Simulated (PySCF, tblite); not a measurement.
Isomers of C6H8ClO (doublet state), one GFN2-xTB conformer each. Single-point energies are computed at B3LYP/pcH-1 (PySCF, gas phase, no added dispersion term), electronic only. GFN2-xTB treats the open shell by occupation alone, and not every SCF solution was tested for stability.

Question: Rank them by B3LYP/pcH-1 energy, lowest first (kcal/mol).
A. `[OH:1][C@@:2]12[CH2:3][C:4]([Cl:5])[CH2:6][C@@H:7]1[CH2:8]2` (doublet state) with H–O1–C2–C3 79°, O1–C2–C3–C4 150°, C2–C3–C4–Cl5 -176°, C3–C4–C6–C7 15°, C4–C6–C7–C8 56°
B. `[CH3:1][O:2][C:3]1=[CH:4][C:5]([Cl:6])[CH2:7][CH2:8]1` (doublet state) with C1–O2–C3–C4 0°
C. `[CH2:1]=[C:2]1[CH2:3][C@H:4]1[O:5][CH2:6][CH:7][Cl:8]` (doublet state) with C3–C4–O5–C6 129°, C4–O5–C6–C7 68°, O5–C6–C7–Cl8 -95°
D. `[OH:1][C@@:2]12[CH:3][C@@H:4]1[CH2:5][C@@H:6]([Cl:7])[CH2:8]2` (doublet state) with H–O1–C2–C3 85°, O1–C2–C3–C4 110°, C2–C3–C4–C5 93°, C3–C4–C5–C6 -40°, C4–C5–C6–Cl7 -158°
E. `[OH:1][C@@H:2]1[CH2:3][C:4]=[CH:5][C@@H:6]([Cl:7])[CH2:8]1` (doublet state) with H–O1–C2–C3 -55°, O1–C2–C3–C4 -78°, C2–C3–C4–C5 -12°, C4–C5–C6–Cl7 -141°, C5–C6–C8–C2 50°
F. `[OH:1][C@@H:2]1[CH:3][CH:4]=[CH:5][C@@H:6]([Cl:7])[CH2:8]1` (doublet state) with H–O1–C2–C3 -179°, O1–C2–C3–C4 -153°, C2–C3–C4–C5 3°, C4–C5–C6–Cl7 -96°, C5–C6–C8–C2 -49°

Answer: F (0.0), B (7.8), A (23.1), E (27.3), D (36.1), C (61.5).

As drawn, the lowest has an O–H bond, which the highest lacks; the highest has a three-membered ring, which the lowest lacks. Neighbours under 5.0 kcal/mol apart (O[C@@]12C[C](Cl)C[C@@H]1C2 and O[C@@H]1C[C]=C[C@@H](Cl)C1) can change places with a better method, another conformer or zero-point energy. GFN2-xTB itself gives, in the same order: 8.1, 0.0, 15.0, 33.8, 32.2, 60.2. GFN2-xTB puts COC1=C[C](Cl)CC1 lowest instead; measured from each level's own lowest isomer, the values differ by up to 8.1 kcal/mol (O[C@@]12C[C](Cl)C[C@@H]1C2: 15.0 against 23.1).

What happens when harmonic zero-point energies from GFN2-xTB frequencies are added?

```csv
SMILES,ZPE (kcal/mol),electronic (kcal/mol),with ZPE (kcal/mol)
O[C@@H]1[CH]C=C[C@@H](Cl)C1,77.6,0.0,0.0
COC1=C[C](Cl)CC1,77.6,7.8,7.9
O[C@@]12C[C](Cl)C[C@@H]1C2,77.6,23.1,23.2
O[C@@H]1C[C]=C[C@@H](Cl)C1,77.9,27.3,27.6
O[C@@]12[CH][C@@H]1C[C@@H](Cl)C2,77.5,36.1,36.0
C=C1C[C@H]1OC[CH]Cl,75.5,61.5,59.5
```

The zero-point energies span 2.4 kcal/mol. The order is unchanged.

As an exercise, what shares would exp(−E/RT) give at 2000 K from these electronic energies alone (no entropy, no degeneracies)?

RT = 3.974 kcal/mol: O[C@@H]1[CH]C=C[C@@H](Cl)C1 87.3 %, COC1=C[C](Cl)CC1 12.3 %, O[C@@]12C[C](Cl)C[C@@H]1C2 0.3 %, O[C@@H]1C[C]=C[C@@H](Cl)C1 0.1 %, O[C@@]12[CH][C@@H]1C[C@@H](Cl)C2 under 0.1 %, C=C1C[C@H]1OC[CH]Cl under 0.1 %.
